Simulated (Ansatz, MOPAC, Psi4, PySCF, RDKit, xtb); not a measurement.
Dimer: C2H6 (SMILES CC) (first 8 atoms) with CH4S (SMILES CS); geometry from B3LYP-D3(BJ)/def2-TZVP, rigid monomers moved along the line of their centres of mass till C1···H11 is 4.06 Å.
(charge 0, multiplicity 1):
```xyz
14

C     -0.52662     0.55892     0.23314
C      0.54677    -0.52324     0.16284
H     -1.27739     0.42072    -0.54717
H     -0.09607     1.55381     0.10067
H     -1.04303     0.54068     1.19448
H      0.11665    -1.51697     0.30424
H      1.30963    -0.38017     0.93140
H      1.05494    -0.52026    -0.80340
C      0.85920     0.84262     4.99182
S     -0.29750    -0.54675     5.21788
H      0.73123     1.30746     4.01675
H      0.61373     1.57020     5.76350
H      1.89039     0.52342     5.12653
H      0.16940    -1.31299     4.21953
```

| level | interaction energy (kJ/mol) | cost |
|---|---|---|
| MMFF94 | -1.9 | - |
| UFF | -3.0 | - |
| GFN-FF | -2.4 | - |
| AM1 | 0.0 | - |
| PM3 | -0.6 | - |
| PM6 | -0.5 | - |
| PM7 | -3.5 | - |
| GFN1-xTB | -2.2 | - |
| GFN2-xTB | -2.6 | - |
| HF/STO-3G (no counterpoise) | -0.1 | - |
| HF/3-21G (no counterpoise) | -0.7 | - |
| HF/6-31G* | -0.1 | - |
| HF/6-31G* (no counterpoise) | -0.4 | - |
| HF/aug-cc-pV(D+d)Z | -0.1 | - |
| PBE/def2-TZVPPD | -1.2 | ×1 |
| PBE-D3(BJ)/def2-TZVPPD | -3.3 | ×1 |
| PBE-D4/def2-TZVPPD | -3.1 | ×1 |
| BP86/6-31G* (no counterpoise) | 0.7 | - |
| r2SCAN/def2-TZVPPD | -1.0 | ×1 |
| r2SCAN-D3(BJ)/def2-TZVPPD | -2.5 | ×1 |
| r2SCAN-D4/def2-TZVPPD | -2.3 | ×1 |
| B3LYP/3-21G (no counterpoise) | -0.5 | - |
| B3LYP/6-31G* | 0.4 | - |
| B3LYP/6-31G* (no counterpoise) | -0.2 | - |
| B3LYP/6-311+G** (no counterpoise) | -0.1 | - |
| B3LYP/def2-TZVPPD | 0.4 | ×2 |
| B3LYP-D3(BJ)/def2-TZVPPD | -2.4 | ×2 |
| B3LYP-D4/def2-TZVPPD | -2.1 | ×2 |
| PBE0/def2-TZVPPD | -0.9 | ×1 |
| PBE0-D3(BJ)/def2-TZVPPD | -3.1 | ×1 |
| PBE0-D4/def2-TZVPPD | -2.9 | ×1 |
| M06-2X/6-31G* (no counterpoise) | -2.3 | - |
| wB97M-V/def2-TZVPPD | -2.4 | ×3 |
| MP2/6-31G* | -1.2 | - |
| MP2/6-31G* (no counterpoise) | -1.8 | - |
| MP2/aug-cc-pV(D+d)Z | -2.4 | - |
| SCS-MP2/aug-cc-pV(D+d)Z | -1.9 | - |
| CCSD/aug-cc-pV(D+d)Z | -2.0 | - |
| CCSD(T)/aug-cc-pV(D+d)Z | -2.4 | ×30 |
| SAPT0/jun-cc-pV(D+d)Z | -1.7 | - |

The rows run from -3.5 (PM7) to 0.7 kJ/mol (BP86/6-31G* (no counterpoise)). In aug-cc-pV(D+d)Z the value moves HF -0.1, MP2 -2.4, CCSD -2.0, CCSD(T) -2.4, a shift of -2.3 from HF to CCSD(T). The dispersion term adds -2.1 in PBE-D3(BJ), -2.0 in PBE-D4, -1.5 in r2SCAN-D3(BJ). The 5 functionals in def2-TZVPPD without D3 or D4 span 2.8, from wB97M-V to B3LYP.

Monomers are frozen at their geometry in the pair; levels with a basis set take the counterpoise correction. Rows marked so take none. RDKit's UFF carries no charges.

Cores are frozen in the correlated methods. Rows in 3-21G, 6-311+G**, 6-31G*, STO-3G carry no dispersion term and start afresh at each structure (6-31G* with six Cartesian d functions). MP2/6-31G* freezes PySCF's default core. The state that AM1, PM3, PM6, PM7 reach isn't checked; PM7 holds dispersion and hydrogen-bond terms.

Codes used: Ansatz (Gaussian orbitals); MOPAC for AM1, PM3, PM6, PM7 (differences of heats of formation); Psi4 for SAPT; PySCF for 3-21G rows, 6-311+G** rows, 6-31G* rows, STO-3G rows, the dispersion terms; RDKit for the force fields; xtb for the GFN methods. Values without a source in brackets are computed.

Costs are rough ratios of core time to PBE/def2-TZVPPD (about 17 s over the structures, on one shared machine); a dash marks a level with no comparable run of its own.

Ansatz is a quantum-chemistry and plane-wave program.
